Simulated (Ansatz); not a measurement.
Two members of one family (Series SiH3X), computed with Ansatz in the gas phase. The two geometries come from different levels. Binding counts from free atoms in the multiplicity of their measured ground term, without zero-point energy. A dash marks a value that wasn't run or was left out as unsound. The structures are stationary points that may keep the symmetry of their start. Remarks come from the PBE and PBE0 runs and from stability tests at other levels; not every state was tested. HOMO above LUMO (over both spins in singlets and doublets, within one spin in higher multiplets; at PBE or PBE0), or a gap under 0.15 eV within one spin, warns that the state may not be the lowest or that an electron is smeared out.

First: SiH3(NHMe) (singlet, charge 0, PBE0-D4/def2-TZVP geometry).

```tsv
atom	x (Å)	y (Å)	z (Å)
Si1	-0.609	-0.302	-1.226
H2	-0.648	0.560	-2.437
H3	0.020	-1.611	-1.571
H4	-2.003	-0.614	-0.794
N5	0.268	0.557	-0.038
C6	0.534	0.093	1.303
H7	0.636	1.466	-0.255
H8	0.090	0.744	2.066
H9	0.104	-0.902	1.442
H10	1.607	0.009	1.511
```

```json
{"level": "LDA (SPW92)/def2-TZVP", "HOMO (eV)": "-5.42", "LUMO (eV)": "-0.57", "gap (eV)": "4.85", "vertical IE (eV)": "–", "vertical triplet (eV)": "–", "binding per atom (eV)": "3.89"}
{"level": "PBE-D4/def2-SVP", "HOMO (eV)": "-5.11", "LUMO (eV)": "0.16", "gap (eV)": "5.27", "vertical IE (eV)": "–", "vertical triplet (eV)": "–", "binding per atom (eV)": "3.49"}
{"level": "r2SCAN-D4/def2-TZVP", "HOMO (eV)": "-5.59", "LUMO (eV)": "0.16", "gap (eV)": "5.75", "vertical IE (eV)": "8.72", "vertical triplet (eV)": "5.16", "binding per atom (eV)": "3.46"}
{"level": "PBE0-D4/def2-SVP", "HOMO (eV)": "-6.53", "LUMO (eV)": "1.04", "gap (eV)": "7.57", "vertical IE (eV)": "–", "vertical triplet (eV)": "–", "binding per atom (eV)": "3.45"}
{"level": "PBE0-D4/def2-TZVP", "HOMO (eV)": "-6.68", "LUMO (eV)": "0.49", "gap (eV)": "7.17", "vertical IE (eV)": "8.86", "vertical triplet (eV)": "5.34", "binding per atom (eV)": "3.45"}
```

Second: Si(OAc)H3 (singlet, charge 0, r2SCAN-D4/def2-SVP geometry).

```xyz
11

Si   -1.165    1.282    1.011
O    -0.273    0.593   -0.291
C     0.364   -0.568   -0.025
C     1.118   -1.096   -1.209
O     0.305   -1.086    1.068
H     1.600   -2.046   -0.953
H     1.870   -0.359   -1.524
H     0.429   -1.230   -2.056
H    -0.261    1.628    2.139
H    -2.258    0.368    1.436
H    -1.729    2.514    0.402
```

Task: Estimate the same table for the second.

Result: 
| level | HOMO (eV) | LUMO (eV) | gap (eV) | vertical IE (eV) | vertical triplet (eV) | binding per atom (eV) |
| --- | --- | --- | --- | --- | --- | --- |
| LDA (SPW92)/def2-TZVP | -6.78 | -1.50 | 5.29 | – | – | 4.67 |
| PBE-D4/def2-SVP | -6.38 | -1.04 | 5.34 | – | – | 4.18 |
| r2SCAN-D4/def2-TZVP | -6.92 | -0.97 | 5.95 | 10.35 | 5.13 | 4.08 |
| PBE0-D4/def2-SVP | -8.14 | 0.06 | 8.20 | – | – | 4.08 |
| PBE0-D4/def2-TZVP | -8.24 | -0.09 | 8.16 | 10.49 | 5.20 | 4.05 |

Remarks: gap within one spin near zero at PBE or PBE0 (+1 doublet), HOMO above LUMO (+1 doublet).
